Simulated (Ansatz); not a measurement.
F2La (SMILES [F][La][F]), doublet, geometry from GFN2-xTB (such geometries of metal compounds can be far from the true shape) (the multiplicity is a formal guess) (core potentials on La); HF/def2-TZVP in Ansatz (a quantum-chemistry and plane-wave program).

Ansatz was given this input:
Ansatz 0.2 input:
```yaml
crystal:
  periodic: [false, false, false]
  atoms:
    - {symbol: La, position_ang: [0.35119851, 0.23883053, 0.07480380]}
    - {symbol: F, position_ang: [-1.58633943, 0.28362235, -1.33070388]}
    - {symbol: F, position_ang: [-0.63791783, -1.79621569, 0.85694648]}
basis:
  gaussian:
    orbitals: def2-TZVP
hamiltonian:
  xc: hf
magnetization: {spin_polarized: true, initial_magnetization: 1}
```

What the program printed (banner, timings and long lists left out):

```
Functional definition: HF
895 factors; their error is unknown
mean field evaluation 1: about -6258.2053 eV, gradient 3.7e1 eV
mean field evaluation 2: about -6260.2332 eV, gradient 3.6e1 eV
mean field evaluation 4: about -6264.0613 eV, gradient 9.3e-1 eV
mean field evaluation 8: about -6264.1214 eV, gradient 1.8e-1 eV
mean field evaluation 16: about -6258.3799 eV, gradient 3.7e1 eV
mean field evaluation 32: about -6264.2443 eV, gradient 2.2e0 eV
mean field evaluation 64: about -6264.0598 eV, gradient 7.4e-1 eV
mean field evaluation 96: about -6263.9095 eV, gradient 1.2e0 eV
mean field evaluation 128: about -6264.0910 eV, gradient 5.9e-1 eV
mean field -6264.28687631 eV, -230.2082966181 hartree, gradient 2.5e-5 eV, S^2 0.751495; 5 other end points of the search recorded, 0 dependent functions left out
reference -6264.28687631 eV, -230.2082966181 hartree; 15, 14 occupied and 87, 88 virtual orbitals, 895 factors
Total energy: -6264.28687631 eV, -230.2082966181 hartree
```
